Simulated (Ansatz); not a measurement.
Correlation energies of `CSBS` by basis set

```json
{"atom": "C1", "x (Å)": "0.0204", "y (Å)": "-0.7141", "z (Å)": "1.4909"}
{"atom": "S2", "x (Å)": "0.9283", "y (Å)": "0.0784", "z (Å)": "0.1393"}
{"atom": "B3", "x (Å)": "-0.3442", "y (Å)": "0.4467", "z (Å)": "-1.0410"}
{"atom": "S4", "x (Å)": "-0.0096", "y (Å)": "1.2503", "z (Å)": "-2.6018"}
{"atom": "H5", "x (Å)": "0.7498", "y (Å)": "-0.9750", "z (Å)": "2.2571"}
{"atom": "H6", "x (Å)": "-0.4712", "y (Å)": "-1.6199", "z (Å)": "1.1412"}
{"atom": "H7", "x (Å)": "-0.7122", "y (Å)": "-0.0285", "z (Å)": "1.9125"}
{"atom": "H8", "x (Å)": "-1.4828", "y (Å)": "0.1641", "z (Å)": "-0.8258"}
{"atom": "H9", "x (Å)": "1.3216", "y (Å)": "1.3981", "z (Å)": "-2.4723"}
```

Total charge 0; spin multiplicity 1. The geometry is a stationary point of PBE0-D4/def2-TZVP. It is one conformer, not always the lowest. Frozen core, restricted reference, the Gaussian-basis code of Ansatz. CBS rows extrapolate triple and quadruple zeta; past MP2 they add the triple-zeta difference.

```
     basis     HF (Eh)  MP2 corr.  CCSD corr.       (T)  CCSD(T) total
  def2-SVP  -860.27892          ?           ?  -0.01759              ?
def2-TZVPP           ?   -0.63331    -0.68628  -0.03164              ?
def2-QZVPP  -860.65136   -0.68227           –         –              –
 CBS(def2)  -860.65484   -0.71854           ?     as TZ              ?
```

(1) Fill in the withheld values. (Best estimate.)

## Answers

(1) Computed: def2-SVP MP2 corr.: -0.49423; def2-SVP CCSD corr.: -0.54855; def2-SVP CCSD(T) total: -860.84506; def2-TZVPP HF (Eh): -860.62606; def2-TZVPP CCSD(T) total: -861.34398; CBS(def2) CCSD corr.: -0.77150; CBS(def2) CCSD(T) total: -861.45798.
